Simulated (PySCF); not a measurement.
C3H7O, doublet, geometry from GFN2-xTB. Base run: B3LYP/def2-SVP in PySCF.

Here is a job for PySCF.
```python
from pyscf import gto, scf, dft

mol = gto.M(
    atom='''
C     1.420455   -0.077975    0.800823
C     0.622539   -0.576727   -0.332575
O    -0.404656    0.293611   -0.752418
C    -1.462102    0.392060    0.168175
H     2.097199   -0.737336    1.305737
H     1.437752    0.970007    1.023880
H     1.254610   -0.703777   -1.229873
H     0.205947   -1.575344   -0.099359
H    -1.117641    0.759922    1.141038
H    -2.176905    1.094733   -0.255030
H    -1.949064   -0.581236    0.314408
''',
    basis='def2-svp',
    charge=0,
    spin=1,
    verbose=4,
)

mf = dft.UKS(mol)
mf.xc = 'b3lyp'
mf.kernel()
```

Each row names what was changed in the base input (with any setting that the change needs).

```json
[
 {"change": "base", "ΔE vs base (µEh)": "0.0", "fitting functions": "-", "dipole (D)": "1.15"},
 {"change": "auxbasis = def2-universal-jkfit", "ΔE vs base (µEh)": "-48.2", "fitting functions": "428", "dipole (D)": "1.15"},
 {"change": "auxbasis = cc-pvtz-jkfit", "ΔE vs base (µEh)": "-67.9", "fitting functions": "526", "dipole (D)": "1.15"},
 {"change": "exchange = seminumerical (SGX) (with mf = sgx.sgx_fit(mf, auxbasis='def2-universal-jfit'); with mf.with_df.dfj = True)", "ΔE vs base (µEh)": "-270", "fitting functions": "273", "dipole (D)": "1.14"},
 {"change": "auxbasis = cc-pvdz-jkfit", "ΔE vs base (µEh)": "-149", "fitting functions": "441", "dipole (D)": "1.15"},
 {"change": "auxbasis = cc-pvqz-jkfit", "ΔE vs base (µEh)": "-34.8", "fitting functions": "781", "dipole (D)": "1.15"},
 {"change": "auxbasis = even-tempered beta=3.0", "ΔE vs base (µEh)": "-283", "fitting functions": "452", "dipole (D)": "1.14"},
 {"change": "auxbasis = default (with mf = mf.density_fit())", "ΔE vs base (µEh)": "-48.2", "fitting functions": "428", "dipole (D)": "1.15"},
 {"change": "auxbasis = def2-svp-ri", "ΔE vs base (µEh)": "-9122", "fitting functions": "290", "dipole (D)": "1.15"},
 {"change": "auxbasis = def2-universal-jfit", "ΔE vs base (µEh)": "260", "fitting functions": "273", "dipole (D)": "1.15"}
]
```

A fitting set is made for a task (jfit for Coulomb, jkfit for Coulomb and exchange, ri for correlation) and for a family of orbital bases.

Open shells are given as the SCF converged; they aren't shown to be the lowest states, and a large step between rows can be another state.
